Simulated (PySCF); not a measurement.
N⁺: ionisation energy

N⁺ [He] 2s2 2p2 (3P) → N²⁺ [He] 2s2 2p1 (2P), as a difference of total energies. Calculation: PySCF 2.14, in dyall-av2z; the non-relativistic Hamiltonian (point nucleus). Correlated levels: valence: 1s2 frozen; virtual orbitals above 40 to 60 times the deepest correlated orbital energy dropped. The calculations carry no spin-orbit coupling.

```csv
method,ionisation energy (eV)
UHF,29.211
MP2 (valence),29.511
SCS-MP2 (valence),29.383
CCSD(T) (valence),29.363
```

Estimate what CCSD (valence) gives.

29.354 eV, closest to CCSD(T) (valence) among the rows shown.

Estimate what CCSDT (valence) gives.

29.365 eV, closest to CCSD(T) (valence) among the rows shown.

Errors of the correlated levels include the incompleteness of this basis and the frozen core.

For comparison: 29.601 eV (semi-empirical (NIST evaluation); NIST Atomic Spectra Database, ionization energies).
